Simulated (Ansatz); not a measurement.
Species: CH4NSi, charge 0, doublet. CH4NSi (SMILES C(=[N])[SiH3], doublet).
B3LYP-D3(BJ)/def2-TZVP minimum from Ansatz (a program for electronic structure):
```xyz
7

Si    -0.5721     0.5123     0.6406
C      0.4506    -0.7698    -0.3396
N      1.0398    -0.4556    -1.3785
H     -0.0086     0.6044     2.0062
H     -1.9674     0.0250     0.7202
H     -0.5016     1.8115    -0.0522
H      0.5043    -1.8051     0.0452
```
Charge 0, spin multiplicity 2.

Total energies in cc-pV(D+d)Z, 17 correlated electrons, 7 frozen orbitals. Open shells are spin-unrestricted; no spin-orbit coupling. Correlated methods leave the cores frozen. No relativity. The UHF reference of CH4NSi ([N]=C[SiH3], doublet) is spin-contaminated (<S^2> up to 0.18 over the pure value in the sets run).

```json
[
 {"method": "HF", "program": "Ansatz", "energy (Eh)": "-383.54353", "minus CCSDT(Q) (mEh)": "418.31"},
 {"method": "MP2", "program": "Ansatz", "energy (Eh)": "-383.89028", "minus CCSDT(Q) (mEh)": "71.55"},
 {"method": "CCSD", "program": "Ansatz", "energy (Eh)": "-383.94609", "minus CCSDT(Q) (mEh)": "15.75"},
 {"method": "CCSD(T)", "program": "Ansatz", "energy (Eh)": "-383.95913", "minus CCSDT(Q) (mEh)": "2.70"},
 {"method": "CCSDT(Q)", "program": "Ansatz", "energy (Eh)": "-383.96184", "minus CCSDT(Q) (mEh)": "0.00"}
]
```

Rough core times of Ansatz's runs on a shared machine: CCSD(T) 20 s, CCSDT(Q) 10 min.
